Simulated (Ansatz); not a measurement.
Geometry optimisation, RKS BLYP-D4/def2-SVP in Ansatz.

input.yaml

```yaml
crystal:
  periodic: [false, false, false]
  atoms:
    - { symbol: Ga, position_ang: [-0.017659, -0.528198, -0.481743] }
    - { symbol: Cl, position_ang: [-0.129356, -0.15772, 2.931793] }
    - { symbol: H, position_ang: [1.285471, 0.222847, -0.915982] }
    - { symbol: Cl, position_ang: [-1.916376, 0.288594, -1.175389] }
    - { symbol: H, position_ang: [-0.139938, -1.849445, 0.362119] }
    - { symbol: H, position_ang: [-0.105641, -1.230878, 2.117603] }
basis:
  gaussian: { orbitals: def2-SVP }
hamiltonian:
  xc: blyp
  dispersion: d4
relax:
  f_tol: 0.03
  max_steps: 50
```

Launched with:

```bash
$ ansatz run input.yaml --threads 2 --pin off --max-ram 3072MiB --backend cpu --events-out ev --progress --plain --runs-dir out
```

Question: Where does it end, and by what steps?

Answer: It converged. The force dipped under the threshold on the way, but the program's further checks kept it going. After 29 steps the energy has fallen by 0.289 eV; H6 moved furthest, 1.35 Å.

```csv
step,energy less start (eV),largest force component (eV/Å),accepted
0,0.0000,0.697,yes
2,-0.0465,0.997,yes
4,-0.1092,0.553,yes
6,-0.1341,0.815,no
8,-0.1513,0.134,yes
10,-0.1356,0.881,no
12,-0.1560,0.323,yes
14,-0.1528,0.752,no
16,-0.1648,0.041,yes
18,-0.1646,0.579,no
20,-0.1758,0.065,yes
22,-0.1835,0.810,yes
24,-0.2615,0.119,yes
26,-0.2672,0.307,no
28,-0.2878,0.055,yes
29,-0.2887,0.011,yes
```

```xyz
6
Properties=species:S:1:pos:R:3
Ga 0.181 -0.708 -0.353
Cl 0.236 -0.549 2.449
H 1.169 0.465 -0.683
Cl -1.942 -0.006 -0.049
H 0.293 -2.263 -0.516
H -0.960 -0.194 1.991
```

Whether the end is a true minimum wasn't checked by a vibrational analysis.

The run took 29 s on 2 threads of Arm Neoverse V2 (shared host), peak memory 0.12 GiB.
